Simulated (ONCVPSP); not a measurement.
# aluminium: one change to an ONCV potential, before and after

aluminium, optimised norm-conserving Vanderbilt (ONCV), made with ONCVPSP 4.0.1 (PBEsol, scalar-relativistic). Core [Ne], reference 3s2 3p1. Waves: 3s: rc 1.95 bohr, ncon 4, nbas 9, qcut 3.1 1/bohr, local; 3p: rc 2.95 bohr, ncon 4, nbas 9, qcut 2.8 1/bohr, 1 projector. Local part: the s channel. Core correction: Teter function, fcfact 3.5, rcfact 1.45.

Change: s: qcut 2.2.

Cutoffs: the cutoffs (Ha) at which the residual kinetic energy of the hardest occupied pseudo-wave falls to 1 and 0.1 mHa per electron; they do not see the model core or the augmentation charge, which bear on the density cutoff. Errors are all-electron minus pseudo energies relative to the spin-unpolarised reference configuration.

**Question.** What does the change do?

**Answer.** The potential gets harder (5.6 Ha and 38 Ha → 29 Ha and 59 Ha); of the 4 tests that both files solve, the error grows in 2 and shrinks in 0 by more than 15 % and 0.3 meV (median size 2.0 → 2.9 meV); neither file shows a bound ghost.

| quantity | base | changed |
| --- | --- | --- |
| cutoff, loose | 5.6 Ha | 29 Ha |
| cutoff, tight | 38 Ha | 59 Ha |
| loose cutoff by channel | s 5.6 Ha, p 2.1 Ha | s 29 Ha, p 2.1 Ha |
| bound ghosts | none | none |
| GHOST(+) flags under 300 eV | none | none |
| error for 3s2 3p0, meV [ΔE 5.74 eV] | +1.0 | +2.1 |
| error for 3s1 3p0, meV [ΔE 24.91 eV] | -29 | -28 |
| error for 3s2 3p0.5, meV [ΔE 2.07 eV] | +0.4 | +0.6 |
| error for 3s1 3p1, meV [ΔE 11.53 eV] | -3.0 | -3.6 |
| s: phases at 1.99 bohr within 0.05 rad from the reference energy up to (Ha; the scan ends near 5) | 1.5 | 1.0 |
| p: phases at 3.00 bohr within 0.05 rad from the reference energy up to (Ha; the scan ends near 5) | 0.7 | 0.6 |
| rms error of d²Exc/dni dnj with the model core, mHa | 1.25 | 1.37 |
